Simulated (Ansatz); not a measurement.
# Redistribution: C2H2BrF + CH2ClI → C2H2FI + CH2BrCl

Gas-phase species: C2H2BrF `C=C(F)Br`, singlet; CH2ClI (chloroiodomethane) `ClCI`, singlet; C2H2FI `C=C(F)I`, singlet; CH2BrCl (bromochloromethane) `ClCBr`, singlet. The partners trade Br for I; both sit on C, so the bond types are kept.

Shapes, held fixed at every level: PBE0-D4/def2-TZVP. Programs: Ansatz 0.2.0. Electronic energies: no zero-point or thermal term.

```tsv
level	kind	ΔE (kJ/mol)	less CCSD(T)/def2-TZVPP
HF/def2-TZVPP	Hartree–Fock	+3.4	+0.2
r2SCAN-D4/def2-TZVPP	meta-GGA	+4.4	+1.2
B3LYP-D4/def2-TZVPP	global hybrid	+3.5	+0.3
PBE0-D4/def2-TZVPP	global hybrid	+4.4	+1.2
wB97X-V/def2-TZVPP	range-separated hybrid	+3.3	+0.1
CCSD/def2-SVP	coupled cluster or CI	+5.1	+1.9
CCSD(T)/def2-TZVPP	coupled cluster or CI	+3.2	0.0
```

The highest level, CCSD(T)/def2-TZVPP, gives ΔE = +3.2 kJ/mol; the levels span +3.2 to +5.1. That is about zero within the method's error. The column of differences is taken from that level and isn't an error. No measured value is set beside it here. For atoms past krypton def2 sets carry core potentials with scalar relativity. Relativity is left out for Br. Outer-core shells of Br, I are correlated, in sets that cover them unevenly.
